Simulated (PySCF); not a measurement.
ZnMe2, C₂H₆Zn (singlet state).
Geometry (PBE0-D3(BJ)/def2-SVP, Å), atoms numbered from 1 in this order:
```
atom  x, y, z in Å
Zn1    0.0032    0.0070    0.0001
C2    -0.0041   -0.0132    1.9457
H3    -0.4414    0.9107    2.3582
H4     1.0162   -0.1066    2.3523
H5    -0.5933   -0.8599    2.3347
C6     0.0050    0.0151   -1.9456
H7    -1.0213    0.0165   -2.3482
H8     0.5169   -0.8736   -2.3500
H9     0.5188    0.9039   -2.3470
```

Computed with PySCF 2.14.0, density-fitted response routines, TDDFT B3LYP/def2-SVPD, vertical, gas phase, core orbitals frozen in the response.

Transition dipole moments from the ground state, in atomic units and in the frame of the coordinates above (overall signs are arbitrary), for the states with f of 0.002 or more among the lowest 11:

| state | E (eV) | μx | μy | μz |
| --- | --- | --- | --- | --- |
| S3 | 6.268 | -0.004 | -0.011 | 1.461 |
| S6 | 7.850 | 0.430 | -0.701 | -0.004 |
| S7 | 7.850 | 0.701 | 0.429 | 0.005 |
| S10 | 8.770 | -0.001 | -0.004 | 0.490 |
| S11 | 8.923 | 0.001 | 0.003 | -0.448 |

Problem. What oscillator strength does each state have?

Solution. f = (2/3) ΔE |μ|² with ΔE in hartree (27.2114 eV).

```tsv
state	|μ|² (au)	|μ| (D)	f
S3	2.134	3.71	0.328
S6	0.676	2.09	0.130
S7	0.675	2.09	0.130
S10	0.240	1.25	0.052
S11	0.201	1.14	0.044
```

Problem. What angle do the transition dipoles of S3 and S10 make?

Solution. |cos θ| = |μa·μb| / (|μa| |μb|) = 1.00, so θ ≈ 0° (taken between 0 and 90°, since the signs are arbitrary).

Problem. How is the summed strength of these states shared among x, y and z?

Solution. (2/3) Σ ΔE μα² gives 0.130 for x, 0.130 for y and 0.423 for z, 0.683 in all.

Problem. What peak molar absorption coefficient would the strongest computed level give as a lone Gaussian band 0.5 eV wide at half height?

Solution. ε(max) = 2.175×10⁸ f / FWHM, with the width in cm⁻¹. S3: 2.175×10⁸ × 0.3278 / 4033 ≈ 18000 L mol⁻¹ cm⁻¹.

S6/S7 coincide within about 0.01 eV; within a degenerate level the directions of the single components are arbitrary.
